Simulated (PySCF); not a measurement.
Structure and norm of the vector part βᵢ = ⅓ Σⱼ (βᵢⱼⱼ + βⱼᵢⱼ + βⱼⱼᵢ) of the static first hyperpolarisability

Theory: quadratic response CAM-B3LYP/aug-cc-pVDZ first hyperpolarisability, Taylor convention, gas phase in PySCF 2.14.0. Geometry: PBE0-D3(BJ)/def2-SVP.

Each molecule in one low-energy conformer.

(1) How does the norm of the vector part βᵢ = ⅓ Σⱼ (βᵢⱼⱼ + βⱼᵢⱼ + βⱼⱼᵢ) of the static first hyperpolarisability change along this series?
- C=C(F)/C(F)=C\B(C)C (H replaced by B(CH3)2)
- C#C/C=C(\F)C(=C)F (H replaced by ethynyl)
- C=C(F)/C(F)=C/C(F)(F)F (H replaced by CF3)

Results:

(1) 
```
              molecule  static β vector norm (au)  static β HRS (au)  S1 (eV)
   C=C(F)/C(F)=C\B(C)C                        116                 55     5.24
     C#C/C=C(\F)C(=C)F                        163                 72     4.84
C=C(F)/C(F)=C/C(F)(F)F                        122                 48     5.71
```
The norm of the vector part βᵢ = ⅓ Σⱼ (βᵢⱼⱼ + βⱼᵢⱼ + βⱼⱼᵢ) of the static first hyperpolarisability is lowest for C=C(F)/C(F)=C\B(C)C and highest for C#C/C=C(\F)C(=C)F.
